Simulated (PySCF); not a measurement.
## Radial density of C (carbon, neutral)

UHF, [He] 2s1 2p3, high-spin 5S determinant (an excited configuration). Calculation: PySCF 2.14, in x2c-TZVPPall with one added diffuse shell each of s, p, d type (6s4p3d1f, 40 functions); the spin-free X2C one-electron Hamiltonian (Gaussian nucleus).

```json
{"r (bohr)": "0.00388", "4πr²ρ (e/bohr)": "0.02327", "4πr²(ρα − ρβ)": "0.0006"}
{"r (bohr)": "0.00653", "4πr²ρ (e/bohr)": "0.06362", "4πr²(ρα − ρβ)": "0.0016"}
{"r (bohr)": "0.0110", "4πr²ρ (e/bohr)": "0.1687", "4πr²(ρα − ρβ)": "0.0041"}
{"r (bohr)": "0.0185", "4πr²ρ (e/bohr)": "0.4342", "4πr²(ρα − ρβ)": "0.0106"}
{"r (bohr)": "0.0311", "4πr²ρ (e/bohr)": "1.052", "4πr²(ρα − ρβ)": "0.0253"}
{"r (bohr)": "0.0523", "4πr²ρ (e/bohr)": "2.309", "4πr²(ρα − ρβ)": "0.0546"}
{"r (bohr)": "0.0879", "4πr²ρ (e/bohr)": "4.283", "4πr²(ρα − ρβ)": "0.0987"}
{"r (bohr)": "0.148", "4πr²ρ (e/bohr)": "6.024", "4πr²(ρα − ρβ)": "0.1382"}
{"r (bohr)": "0.249", "4πr²ρ (e/bohr)": "5.430", "4πr²(ρα − ρβ)": "0.1699"}
{"r (bohr)": "0.419", "4πr²ρ (e/bohr)": "2.675", "4πr²(ρα − ρβ)": "0.4414"}
{"r (bohr)": "0.704", "4πr²ρ (e/bohr)": "1.718", "4πr²(ρα − ρβ)": "1.4366"}
{"r (bohr)": "1.18", "4πr²ρ (e/bohr)": "2.326", "4πr²(ρα − ρβ)": "2.3215"}
{"r (bohr)": "1.99", "4πr²ρ (e/bohr)": "1.423", "4πr²(ρα − ρβ)": "1.4232"}
{"r (bohr)": "3.35", "4πr²ρ (e/bohr)": "0.2353", "4πr²(ρα − ρβ)": "0.2353"}
{"r (bohr)": "5.63", "4πr²ρ (e/bohr)": "0.007033", "4πr²(ρα − ρβ)": "0.0070"}
```

Densities and radii are taken from the X2C orbitals without a picture-change correction, which distorts them close to the nucleus.
